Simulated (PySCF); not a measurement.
**Potential energy of GaH along the bond**

Set-up: PySCF, spin-free X2C with a Gaussian nucleus, basis sets Ga x2c-SVPall, H x2c-SVPall. Energies in eV from Ga + H in their ground configurations at the same level. State: ¹Σ⁺ (singlet), closed shell.

```csv
R (Å),B3LYP
1.445,-2.585
1.512,-2.783
1.579,-2.899
1.630,-2.944
1.680,-2.960
1.730,-2.953
1.798,-2.914
1.882,-2.830
1.982,-2.692
2.117,-2.470
```

Task: Put a parabola through the three lowest points of the B3LYP curve and estimate Re, k and ωe (reduced mass 0.9933 u; 1 eV/Å² = 0.16022 mdyn/Å; ωe = 1302.8·√(k/μ) cm⁻¹).

Result: Through R = 1.63, 1.68, 1.73 Å the second-order coefficient is 4.60 eV/Å², so Re ≈ 1.690 Å, k ≈ 1.47 mdyn/Å and ωe ≈ 1587 cm⁻¹. A polynomial fit of higher order to the unrounded B3LYP energies gives Re = 1.688 Å, k = 1.43 mdyn/Å, ωe = 1564 cm⁻¹; anharmonicity and rounding make the difference.

The higher-order fit for each curve: B3LYP: Re = 1.688 Å, ωe = 1564 cm⁻¹, De = 2.96 eV.
